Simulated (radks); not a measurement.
Values are calculated unless marked as measured or tabulated.
Effect of the nuclear size on the scandium ion Sc+, [Ar] 3d1 4s1. Code: a radial shooting solver on a logarithmic mesh with Libxc functionals. Model: Dirac Kohn-Sham, LDA (Slater exchange, Perdew-Wang correlation), spin-unpolarised, spherical densities, finite nucleus; open shells fill j = l - 1/2 first; Fermi nuclear charge, rms radius 3.5459 fm. The rms radius is varied about that value; shifts are against it.

rms radius (fm)  total energy shift (eV)  density at nucleus (e/bohr^3)  1s1/2 shift (meV)  2s1/2 shift (meV)  3s1/2 shift (meV)
3.014                            -0.0107                           7244              -4.53             -0.368             -0.047
3.2516                          -0.00614                           7229              -2.59             -0.211             -0.027
3.5459                                 0                           7211              0.000              0.000              0.000
3.8331                           0.00649                           7195               2.74              0.223              0.028
4.4182                            0.0212                           7167               8.97              0.728              0.093

Slopes of the eigenvalues against <r^2> in GHz/fm^2, as finite differences over the two radii next to the reference (eigenvalue slopes, not the field-shift constants of lines): 1s1/2 313, 2s1/2 25.4, 3s1/2 3.25.
